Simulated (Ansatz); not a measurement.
CrH₂S₂⁺, that is Cr(SH)2 with one electron fewer. The state is a sextet with charge 1. Geometry PBE-D4/def2-TZVP, that of the neutral quintet; atoms count from 1.

```xyz
5

Cr    0.0027    0.0007    0.0015
S     0.1843   -2.1065   -0.7793
H     1.4158   -2.3237   -0.2471
S    -0.1863    2.1078    0.7807
H    -1.4165    2.3216    0.2442
```

At PBE0-D4/def2-TZVP a quartet of charge 1 lies 0.70 eV below the sextet at the same geometry. That quartet is doubtful there (⟨S²⟩ 4.31, where a pure state has 3.75).

Estimate the Mulliken populations from the PBE0/def2-TZVP orbitals of Ansatz.


```tsv
atom	charge (e)	spin (α − β)	d electrons
Cr1	0.68	4.08	4.49
S2	-0.08	0.46	–
H3	0.24	0.00	–
S4	-0.07	0.46	–
H5	0.24	0.00	–
```
Mulliken values and Mayer orders depend strongly on the basis.

Where does the spin sit?

Summed by element: Cr 4.08, S 0.91, H 0.00, of 5 unpaired in all. Largest on single atoms: Cr1 4.08, S4 0.46, S2 0.46.

And the Mayer bond orders between bonded heavy atoms (over 0.3)?

Cr1–S2 1.06 (2.25 Å); Cr1–S4 1.06 (2.25 Å). Values over 0.3 also appear between atoms too far apart for a bond (S2–S4 0.36 at 4.51 Å); they arise where an orbital or an unpaired electron spreads over both atoms.
